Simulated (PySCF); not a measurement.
C2H6BFO, SMILES CCOBF.

Geometry optimised at B3LYP-D3(BJ)/def2-SVP. The structure was generated by enumeration, and PubChem lists no compound with its InChIKey, so it may never have been made. One conformer was computed; it need not be the lowest.

The numbers are results of TDA-PBE/def2-SVPD run with PySCF, not measurements.

Vertical excitations. Gas-phase values at a fixed geometry.

| state | energy (eV) | λ (nm) | f | main pairs |
|---|---|---|---|---|
| S1 | 7.27 | 171 | 0.003 | HOMO−1→LUMO 54 %, HOMO→LUMO 44 % |
| S2 | 7.71 | 161 | 0.069 | HOMO→LUMO+1 59 %, HOMO−1→LUMO 16 %, HOMO→LUMO 15 % |
| S3 | 7.80 | 159 | 0.014 | HOMO−1→LUMO+1 73 %, HOMO→LUMO+1 22 % |
| S4 | 8.02 | 155 | 0.063 | HOMO→LUMO 22 %, HOMO−1→LUMO 22 %, HOMO−1→LUMO+1 16 %, HOMO−2→LUMO 15 % |
| S5 | 8.16 | 152 | 0.039 | HOMO−2→LUMO 79 % |
| S6 | 8.49 | 146 | 0.012 | HOMO−2→LUMO+1 94 % |
| S7 | 8.58 | 145 | 0.018 | HOMO→LUMO+2 93 % |
| S8 | 8.62 | 144 | 0.011 | HOMO−3→LUMO 89 % |
| S9 | 8.64 | 144 | 0.010 | HOMO−1→LUMO+2 90 % |
| S10 | 8.80 | 141 | 0.035 | HOMO→LUMO+3 98 % |
| T1 | 6.67 | 186 | 0 | HOMO→LUMO 63 %, HOMO−1→LUMO 35 % |
| T2 | 6.95 | 178 | 0 | HOMO−1→LUMO 59 %, HOMO→LUMO 33 % |
| T3 | 7.37 | 168 | 0 | HOMO−2→LUMO 91 % |
| T4 | 7.64 | 162 | 0 | HOMO→LUMO+1 98 % |
Triplets are in the Tamm–Dancoff approximation.
